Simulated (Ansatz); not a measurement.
Species: H$_{3}$BrSi, SMILES `[SiH3]Br` (charge 0, multiplicity 1), formula H3BrSi.

Task: How many basis functions does frozen-core CCSD(T)/cc-pVTZ // r2SCAN-D4/def2-TZVP run with Ansatz (an electronic-structure program) use, how many core orbitals are frozen, and how many electrons are correlated?

Result: 119 basis functions and 14 frozen orbitals, which leaves 24 correlated electrons (filled d shells below the valence shell are correlated). Core time is of the order of seconds.
